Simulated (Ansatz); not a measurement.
From Ge(NH2)4 to GeF4: predicting a member

Gas-phase molecules. On one Ge centre, n of the NH2 ligands are replaced by F. The HOMO–LUMO gap y in eV at wB97X-V/def2-TZVPP. Shapes: PBE0-D4/def2-TZVP. Flexible molecules stand in one conformer, not always the lowest. Programs: Ansatz 0.2.0.

| molecule | n | y (eV) |
| --- | --- | --- |
| Ge(NH2)4 | 0 | 11.69 |
| Ge(NH2)3F | 1 | 11.92 |
| Ge(NH2)2F2 | 2 | ? |
| GeF4 | 4 | 15.90 |

Fit y = c + s·n to the known rows and predict Ge(NH2)2F2.


1. Means of the 3 rows: n = 1.66667, y = 13.170.
2. Σ(Δn)² = 8.6667, Σ(Δn·Δy) = 9.67, so the slope is 9.67/8.6667 = 1.1158.
3. Intercept: 13.170 − (1.1158) × 1.66667 = 11.310. The largest residual of the fit is 0.51.
4. Ge(NH2)2F2: 11.310 + (1.1158) × 2 = 13.54 eV.

The run gave 12.80 eV, so the prediction is off by +0.74 eV, more than the largest residual. The step per swap changes from +0.23 to +1.55 eV along the series, so a line misses the bend. Other levels give for Ge(NH2)2F2: PBE-D4/def2-TZVPP 5.76; B3LYP-D4/def2-TZVPP 7.62; BHLYP-D4/def2-TZVPP 10.46 eV. Orbital gaps aren't excitation energies, and the LUMO depends on the basis. Relativity is left out for Ge.
